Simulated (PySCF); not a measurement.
CaCl2, charge -1, doublet, geometry from GFN2-xTB (such geometries of metal compounds can be far from the true shape) (a state made from the parent by changing its charge; the spin is typed, not shown lowest). Base run: PBE0/3-21G in PySCF.

The PySCF input:
```python
from pyscf import gto, scf, dft

mol = gto.Mole()
mol.atom = '''
    Ca    0.21041032   -0.79122363    0.00034680
    Cl    1.53102219    0.90477583   -1.61871510
    Cl   -1.77856375    0.02607551    1.61830710
'''
mol.basis = '3-21g'
mol.charge = -1
mol.spin = 1
mol.verbose = 4
mol.build()

mf = dft.UKS(mol)
mf.xc = 'pbe0'
mf.kernel()
mf.analyze()
```

The base run was repeated with changes; each row names its change, and settings that it needs were set with it.

```csv
change,ΔE vs base (mEh),fitting functions,outcome
base,0.000,-,converged
auxbasis = cc-pvdz-jkfit,-,-,input refused
only_dfj = on; auxbasis = def2-universal-jfit,-1.774,158,converged
auxbasis = cc-pvqz-jkfit,-,-,input refused
"exchange = seminumerical (SGX) (with mf = sgx.sgx_fit(mf, auxbasis='def2-universal-jfit'); with mf.with_df.dfj = True)",-1.776,158,converged
auxbasis = cc-pvtz-jkfit,-,-,input refused
auxbasis = def2-svp-ri,-15652.1,200,converged
auxbasis = autoaux,0.085,363,converged
auxbasis = even-tempered beta=2.0,-0.042,306,converged
auxbasis = def2-universal-jkfit,-0.166,416,converged
```

A fitting set is made for a task (jfit for Coulomb, jkfit for Coulomb and exchange, ri for correlation) and for a family of orbital bases.

Open shells are given as the SCF converged; they aren't shown to be the lowest states, and a large step between rows can be another state.

- auxbasis = cc-pvdz-jkfit: ended with `pyscf.lib.exceptions.BasisNotFoundError: Basis set not found for Ca in cc-pvdz-jkfit`
- auxbasis = cc-pvqz-jkfit: ended with `pyscf.lib.exceptions.BasisNotFoundError: Basis set not found for Ca in cc-pvqz-jkfit`
- auxbasis = cc-pvtz-jkfit: ended with `pyscf.lib.exceptions.BasisNotFoundError: Basis set not found for Ca in cc-pvtz-jkfit`
